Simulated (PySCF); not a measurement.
# Neon: a sound run and one with changed settings

Sound run: Ne⁺ [He] 2s2 2p5, Ne²⁺ [He] 2s2 2p4. Calculation: PySCF 2.14, in def2-SVP (3s2p1d, 14 functions); no relativity, point nucleus. In the sound run the correlated levels freeze 1s2. The sound run starts from symmetry-adapted Hartree-Fock orbitals and uses a fine grid where one is needed.

A second run was set up differently.

```csv
species,method,sound run (hartree),changed run (hartree),converged
Ne⁺,MP2,-127.77835,-127.78007,yes
Ne⁺,CCSD(T),-127.79004,-127.79161,yes
Ne²⁺,MP2,-126.28419,-126.28576,yes
Ne²⁺,CCSD(T),-126.29761,-126.29907,yes
```

Ionisation energy of Ne⁺:

| method | sound run (eV) | changed run (eV) |
| --- | --- | --- |
| UHF | 39.547 | 39.547 |
| MP2 | 40.658 | 40.662 |
| SCS-MP2 | 40.604 | 40.606 |
| CCSD | 40.600 | 40.604 |
| CCSD(T) | 40.611 | 40.614 |

Question: What was changed?
A. basis contracted for another Hamiltonian
B. all electrons correlated in a valence basis
C. level shift left on
D. minimal basis

Answer: B. A valence basis has no tight correlating functions, so it recovers only part of the core correlation, and not evenly between atom and ion.
